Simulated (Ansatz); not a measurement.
A run for Ansatz (a first-principles code): R-PBE/def2-TZVPP on ClHSi (SMILES [SiH]Cl), 2S+1 = 1, a spin state set in the input, which need not be the lowest, at the other state's geometry.

Ansatz 0.2 input:
```yaml
crystal:
  periodic: [false, false, false]
  atoms:
    - {symbol: Si, position_ang: [-0.97714793, 0.45374451, 0.00000000]}
    - {symbol: Cl, position_ang: [0.92719285, -0.34142108, 0.00000000]}
    - {symbol: H, position_ang: [-2.08220740, -0.54826471, 0.00000000]}
basis:
  gaussian:
    orbitals: def2-TZVPP
hamiltonian:
  xc: {name: PBE}
```

Output:

```
WARN ansatz: RAYON_NUM_THREADS=2 ignored (pool sized by the plan → 2); use --threads N
Functional definition: PBE
integrals: 0.02 GiB planned
641 factors; their error is unknown
mean field: 0.20 GiB planned
mean field evaluation 1: about -20406.6220 eV, gradient 1.5e1 eV
mean field evaluation 2: about -20406.8887 eV, gradient 1.3e1 eV
mean field evaluation 4: about -20407.2956 eV, gradient 1.1e0 eV
mean field evaluation 8: about -20407.2755 eV, gradient 1.9e-2 eV
mean field -20407.27553795 eV, -749.9535434715 hartree, gradient 5.4e-5 eV, S^2 0.000000; 0 other end points of the search recorded, 0 dependent functions left out
reference -20407.27556789 eV, -749.9535445719 hartree; 16, 16 occupied and 82, 82 virtual orbitals, 641 factors
Total energy: -20407.27556789 eV, -749.9535445719 hartree
```

Self-consistency was reached.

Cost: around 1.1 core-seconds (rough).
